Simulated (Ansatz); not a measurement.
Frontier orbitals of C$_{2}$H$_{5}$AlS, SMILES `C=[C]([AlH2])S`.

```xyz
9

C     0.001    0.055    1.548
C    -0.290   -0.236    0.272
Al    0.761    0.603   -1.128
S    -1.595   -1.352   -0.098
H     0.807    0.744    1.782
H    -0.532   -0.364    2.399
H     1.919    1.594   -0.697
H     0.420    0.267   -2.641
H    -1.490   -1.310   -1.436
```

The species carries charge 0 and has multiplicity 1. The structure was optimised at the PBE0-D4/def2-TZVP level. It is one conformer, not always the lowest. Basis def2-TZVPP, Ansatz 0.2.0.

A caution on the coupled-cluster cation, which keeps the state that its UHF reference found: spin contamination of the cation.

Orbital energies of one run (eV). Highest occupied ones, from the top: -7.80, -9.41, -10.12, -10.90, -12.05, -12.46, -13.34, -15.06, -16.83, -21.55, -24.20, -75.10, -75.10, -75.33. Empty: -0.89, 1.13, 1.22, 1.87, 2.49, 2.52.

(1) Which functional gave them?
A. ωB97M-V
B. PBE
C. CAM-B3LYP
D. r2SCAN

## Answers

(1) C. HOMO energies: CAM-B3LYP -7.80, ωB97M-V -8.66, r2SCAN -5.71, PBE -5.52 eV.
